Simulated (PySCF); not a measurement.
Method: PBE-D3(BJ)/def2-TZVP // PBE0-D4/def2-TZVP (PySCF). Isolated molecules, 0 K electronic values unless said otherwise. One relaxed conformer stands for a flexible species; it need not be the lowest. 

Reference species (SMILES): `Cl[SiH2]I` (neutral, multiplicity 1).

```json
{
 "HOMO–LUMO gap": "5.05 eV",
 "S1 oscillator strength": "0.009",
 "HOMO": "-6.80 eV"
}
```

Changed species: `OC[SiH2]Cl` (H–O–C–Si torsion -176°, O–C–Si–Cl torsion 67°) (X = hydroxymethyl; the reference has X = iodo).

**Question.** Predict the effect on the HOMO–LUMO gap, S1 oscillator strength and HOMO.

**Answer.** the HOMO–LUMO gap rises by 1.00 eV, to 6.05 eV; the S1 oscillator strength stays essentially unchanged; the HOMO increases by 0.19 eV, to -6.61 eV.
